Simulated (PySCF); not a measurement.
Sn(I)2 anion (I2Sn), SMILES [I][Sn][I] (connectivity only; charge and spin as stated), charge -1, multiplicity 2.

The structure is a stationary point at B3LYP-D3(BJ)/def2-SVPD. The spin state was assumed, not searched. The isomer is the one that the SMILES or the coordinates give; other isomers of the formula were not compared. The def2 effective core potentials stand for the cores of I, Sn; spin–orbit coupling is left out.

Two levels are set side by side: PBE/def2-TZVPD (PySCF) and B3LYP/def2-TZVPD (PySCF). Same geometry, gas phase. Differences are taken from unrounded values.

```csv
quantity,B3LYP
α-spin orbital gap (eV),2.34
β-spin orbital gap (eV),4.27
mean polarisability (bohr³),167.1
```

What does PBE give, and how far is it from B3LYP? (Estimate from the structure and the level; the computed values follow.)


```
quantity                       PBE  PBE minus B3LYP
---------------------------  -----  ---------------
α-spin orbital gap (eV)       1.24            -1.10
β-spin orbital gap (eV)       3.19            -1.09
mean polarisability (bohr³)  173.7              6.6
```

PBE's more diffuse valence density responds more strongly to a field. Differences between two approximate levels are no errors against the true value.

Rough cost on one machine, each run with all the roots and properties that it gave: B3LYP against PBE within a factor of 2.
